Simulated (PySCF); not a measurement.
## Se⁺: ionisation energy

Se⁺ [Ar] 3d10 4s2 4p3 (4S) → Se²⁺ [Ar] 3d10 4s2 4p2 (3P), as a difference of total energies. Computed with PySCF 2.14 in def2-TZVP (6s5p4d1f, 48 functions), with no relativity, point nucleus. Correlated levels: valence: [Ar] 3d10 frozen. The calculations carry no spin-orbit coupling.

| method | ionisation energy (eV) | difference from reference (eV) |
| --- | --- | --- |
| UHF | 20.843 | -0.353 |
| LDA | 21.472 | +0.276 |
| M06-2X | 21.216 | +0.020 |
| MP2 (valence) | 21.347 | +0.151 |
| SCS-MP2 (valence) | 21.197 | +0.001 |
| CCSD (valence) | 21.307 | +0.111 |
| CCSD(T) (valence) | 21.336 | +0.140 |

Reference: 21.196 ± 0.01 eV (measured; NIST Atomic Spectra Database, ionization energies).

These non-relativistic numbers lack the scalar-relativistic shift.

The reference lies between the lowest fine-structure levels, while these numbers refer to the centres of the terms.

Errors of the correlated levels include the incompleteness of this basis and the frozen core.
